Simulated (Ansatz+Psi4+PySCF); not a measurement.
The numbers below are computed, except where a source is named.
A run of PySCF 2.14.0 on sextet FeCl at this shape:

| atom | x (Å) | y (Å) | z (Å) |
| --- | --- | --- | --- |
| Fe | 0.0000 | 0.0000 | 0.0000 |
| Cl | 0.0000 | 0.0000 | 2.1760 |

Its results:

```
Converged                       : yes
Reference energy                : -1721.75030 hartree
Correlation energy              : -0.41024 hartree
Total energy                    : -1722.16054 hartree
Spin squared of the determinant : 8.774
```

Messages of the program:
```
WARN: HOMO -0.98278169741989 >= LUMO -1.61251392175351
WARN: HOMO -0.753222603493477 >= LUMO -1.21539991973066
WARN: HOMO -0.527765769143025 >= LUMO -0.956604832954342
WARN: HOMO -0.444181729078272 >= LUMO -0.545987175386506
```

(1) Which input gives this output? Name the method, the orbitals and the basis set, and write the input.

Results:

(1) UHF-MP2 in cc-pV(T+d)Z on Cl; cc-pVTZ on Fe.

```python
from pyscf import gto, scf, mp

# the (T+d) and (D+d) sets load through basis_set_exchange
mol = gto.M(atom="""
Fe 0.000000 0.000000 0.000000
Cl 0.000000 0.000000 2.176000
""", basis={'Cl': 'cc-pv(t+d)z', 'Fe': 'cc-pvtz'}, charge=0, spin=5)
mf = scf.UHF(mol)
mf.kernel()
pt = mp.MP2(mf, frozen=14).run()
print(mf.e_tot, pt.e_corr, pt.e_tot)
```

This is not the lowest solution: another run reaches a determinant 8.25 eV lower. Caution: other spin multiplicities were not run; another reference gives a lower total.
